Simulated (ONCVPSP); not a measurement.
**Os (Z = 76): variants of one ONCV potential**

Base potential:

ONCVPSP 4.0.1 input, shortened (lines: element, Z, core and valence counts, functional; n l f; lmax; l rc ep ncon nbas qcut; lloc lpopt rc5 dvloc0; l nproj debl; icmod fcfact rcfact), PBEsol, scalar-relativistic:

```
  Os 76.00   12    3  -116133      upf
    1    0    2.00
    2    0    2.00
    2    1    6.00
    3    0    2.00
    3    1    6.00
    3    2   10.00
    4    0    2.00
    4    1    6.00
    4    2   10.00
    4    3   14.00
    5    0    2.00
    5    1    6.00
    5    2    6.00
    6    0    1.00
    6    1    1.00
    2
    0    2.15    0.00    4    8    2.50
    1    3.10    0.00    4    8    2.80
    2    1.65    0.00    4    8    6.40
    4    5    1.20    0.00
    0    3    1.00
    1    3    3.10
    2    1    2.80
    0    0.00    0.00
```

All-electron outer shells of the reference configuration (PBEsol, scalar-relativistic, ld1.x):

```tsv
shell	level (eV)	outermost node (bohr)	outermost maximum (bohr)
4f	-53.81	–	0.40
5p	-52.67	0.55	1.03
5d	-7.94	0.60	1.36
6s	-7.40	1.20	2.45
6p	-2.12	1.43	3.38
```

Cutoffs, loose and tight: the cutoffs (Ha) at which the residual kinetic energy of the hardest occupied pseudo-wave falls to 1 and 0.1 mHa per electron. They do not see the model core or the augmentation charge, which bear on the density cutoff. Test errors are all-electron minus pseudo excitation energies from the reference, over the configurations 5d6 6s2 6p0; 5d6 6s1 6p0; 5d6 6s0 6p0; 5d5 6s0 6p0. A dash means not determined; rows that change the core or the reference have their own tests. The largest error is taken over the tests solved by every variant that gives reliable tests at all: 5d6 6s0 6p0; 5d6 6s1 6p0; 5d6 6s2 6p0.

For the base: The cutoffs count occupied waves only; projector 3 of the s channel, the hardest unoccupied one, needs 42 Ha at the loose tolerance.

A true bound ghost makes a file unfit for plane-wave use even where its test errors are small: the radial tests pick states by their node count and pass the ghost by.

```csv
change,outcome,"cutoff, loose","cutoff, tight",bound ghosts,GHOST(+) flags above zero,largest test error (meV)
base,generated,16 Ha,20 Ha,s,"s, p",-8.1
d: qcut 6.2,generated,16 Ha,20 Ha,s,"s, p",-8.0
d: qcut 7.3,generated,17 Ha,20 Ha,s,"s, p",-8.3
d: qcut 8.2,generated,17 Ha,20 Ha,s,"s, p",-8.3
d: qcut 8.7,generated,17 Ha,20 Ha,s,"s, p",-8.2
d: qcut 9.7,generated,16 Ha,20 Ha,s,"s, p",-8.1
```

(1) What comes out with this change to the base: d: qcut 3.9?

(2) What comes out with this change to the base: d: qcut 4.9?

(3) What comes out with this change to the base: d: qcut 5.3?

## Answers

(1) outcome: generated; cutoff, loose: 75 Ha; cutoff, tight: 88 Ha; bound ghosts: s; GHOST(+) flags above zero: s, p; largest test error (meV): -5.2.

(2) outcome: generated; cutoff, loose: 37 Ha; cutoff, tight: 80 Ha; bound ghosts: s; GHOST(+) flags above zero: s, p; largest test error (meV): -6.7.

(3) outcome: generated; cutoff, loose: 18 Ha; cutoff, tight: 72 Ha; bound ghosts: s; GHOST(+) flags above zero: s, p; largest test error (meV): -7.2.

Reading the sweep of the qcut of the d channel (base included, trends over the rows without a ghost): Bound ghosts are found at 3.9, 4.9, 5.3, 6.2, 6.4, 7.3, 8.2, 8.7, 9.7 1/bohr. Every judged row has one, so this setting neither creates nor removes them.
